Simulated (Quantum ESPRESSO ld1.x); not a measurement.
The numbers below are computed, except where a source is named.
Problem. The mean radii <r> (bohr) of the occupied orbitals of an atom or ion are listed with their occupations. Level of theory: Dirac Kohn-Sham, Engel-Vosko exchange with Perdew-Wang LDA correlation, spin-unpolarised, spherical densities, point nucleus (ld1.x of Quantum ESPRESSO 7.5).

orbital  occ.      <r>
1s1/2       2  0.02231
2s1/2       2  0.09456
2p1/2       2  0.07909
2p3/2       4  0.08582
3s1/2       2   0.2490
3p1/2       2   0.2387
3p3/2       4   0.2516
3d3/2       4   0.2235
3d5/2       6   0.2275
4s1/2       2   0.5652
4p1/2       2   0.5783
4p3/2       4   0.6071
4d3/2       4   0.6454
4d5/2       6   0.6556
5s1/2       2    1.352
5p1/2       2    1.503
5p3/2       4    1.585
4f5/2       6   0.8750

Name the element and its charge. Open shells, if any, fill j = l - 1/2 first.

Solution. Z = 63, europium, charge +3: Eu3+ in [Xe] 4f6. The 1s radius gives Z: for a bare nucleus <r> = (2 gamma + 1)/(2Z) with gamma = sqrt(1 - (Z/c)^2), 0.02203 bohr for Z = 63, and screening makes it slightly larger (0.02231 here). The occupations add up to 60, and the charge is Z minus that.
